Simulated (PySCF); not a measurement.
**Correlation energy of Ni⁺ (nickel, charge +1)**

[Ar] 3d9, 2D determinant. All numbers are calculated (PySCF 2.14, the non-relativistic Hamiltonian (point nucleus), in dyall-av2z). Frozen: [Ar]; 9 electrons correlated; the 33 highest virtual orbitals of each spin left out.

```tsv
level	correlation energy (mhartree)
CCSD	-300.42
(T)	-11.02
CCSD(T)	-311.44
```

Diagnostics: T1 = 0.015, D1 = 0.0226, largest double amplitude 0.025.

Task: Is a single reference adequate?

Result: Yes: T1 lies below 0.03 and no double amplitude reaches 0.07.
